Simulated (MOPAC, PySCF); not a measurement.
[W(F)6], neutral singlet in the gas phase. 

Cartesian coordinates (Å):
```xyz
7

W      0.0000     0.0003     0.0002
F      0.9540    -1.5695    -0.3051
F     -0.6844    -0.7211     1.5739
F      0.6845     0.7221    -1.5732
F     -0.9547     1.5697     0.3046
F     -1.4453    -0.6950    -0.9461
F      1.4455     0.6944     0.9470
```
Charge 0, multiplicity 1.

All levels are single points at this geometry (BP86-D3(BJ)/def2-SVP); Pople sets use spherical d functions. Orbital energies aren't observables, and empty levels follow the basis.

M06-2X/6-31G* (LANL2DZ on W) in PySCF gives HOMO (eV) = -14.69.

Task: Estimate the HOMO (eV) from each of these levels: TPSSh-D3(BJ)/def2-TZVP in PySCF; B3LYP/6-31G* (LANL2DZ on W) in PySCF; BP86/6-31G* (LANL2DZ on W) in PySCF; PBE/6-31G* (LANL2DZ on W) in PySCF; PM6 in MOPAC.

Result: 
```csv
level,HOMO (eV)
TPSSh-D3(BJ)/def2-TZVP in PySCF,-11.63
B3LYP/6-31G* (LANL2DZ on W) in PySCF,-12.16
BP86/6-31G* (LANL2DZ on W) in PySCF,-10.45
PBE/6-31G* (LANL2DZ on W) in PySCF,-10.31
PM6 in MOPAC,-13.07
```
